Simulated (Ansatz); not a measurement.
`C[S][Al]([F])[F]` + `C/N=C(\N)O` → `C[S][Al]([NH2])[F]` + `C/N=C(/O)F`  (formal exchange of groups at the Al–F bond)

Isolated molecules relaxed with PBE0-D4/def2-TZVP in Ansatz; ΔE leaves out vibrations. CCSD(T)/CBS adds triple-zeta CCSD(T) − MP2 to the extrapolated MP2 energy (def2 sets, frozen cores). Double bonds are as drawn, so ΔE can hold a change between cis and trans. Functionals use def2-TZVPP. B3LYP here is the variant with VWN-RPA as its local correlation; programs differ in this. One conformer a species, not always the lowest.

`C[S][Al]([F])[F]`:

Cartesian coordinates in Å:
```
C 0.173 1.216 -0.636
S 0.912 -0.446 -0.830
Al -0.125 -1.529 0.701
F 0.182 -3.116 0.963
F -1.248 -0.778 1.633
H 0.965 1.914 -0.370
H -0.262 1.505 -1.591
H -0.598 1.234 0.131
```

`C/N=C(\N)O`:

Cartesian coordinates in Å:
```
C 1.535 0.060 -0.148
N 0.344 -0.320 -0.859
C -0.763 -0.208 -0.254
N -0.993 0.205 1.026
O -1.910 -0.561 -0.866
H 2.404 -0.080 -0.793
H 1.532 1.120 0.155
H 1.697 -0.543 0.757
H -1.937 0.460 1.256
H -0.269 0.745 1.466
H -1.640 -0.877 -1.738
```

`C[S][Al]([NH2])[F]`:

```xyz
10

C    -1.312   -0.597    1.625
S    -0.714    0.917    0.795
Al    0.595    0.079   -0.707
N     1.465    1.065   -1.867
F     0.782   -1.562   -0.755
H    -0.829   -1.490    1.235
H    -1.098   -0.509    2.689
H    -2.388   -0.674    1.477
H     1.417    2.069   -1.918
H     2.082    0.701   -2.574
```

`C/N=C(/O)F`:

Z-matrix (Å, degrees):
```
C
N 1 1.441
H 1 1.094 2 114.1
H 1 1.093 2 109.1 3 -121.7
H 1 1.093 2 109.1 3 121.7
C 2 1.244 1 121.0 3 -0.0
F 6 1.328 2 126.3 1 -0.0
O 6 1.328 2 125.4 1 -180.0
H 8 0.965 6 106.2 2 -0.0
```

| level | ΔE (kcal/mol) | difference from CCSD(T)/CBS |
| --- | --- | --- |
| PBE0-D4 | 28.8 | -1.7 |
| B3LYP-D4 | 29.2 | -1.3 |
| ωB97M-V | 28.6 | -1.9 |
| B2PLYP | 29.5 | -1.0 |
| PBE | 28.0 | -2.5 |
| B3LYP | 28.6 | -1.9 |
| SCS-MP2/def2-TZVPP | 29.9 | -0.6 |
| CCSD/def2-TZVPP | 29.2 | -1.3 |
| CCSD(T)/def2-TZVPP | 29.2 | -1.3 |
| MP2/def2-QZVPP | 32.0 | 1.5 |
| CCSD(T)/CBS | 30.5 | 0 |

Largest T1 diagnostic among the species: 0.012.

In def2-TZVPP, CCSD(T) changes the Hartree–Fock value by +0.7 kcal/mol (the triples alone add −0.0 kcal/mol) and MP2 by +2.6 kcal/mol.
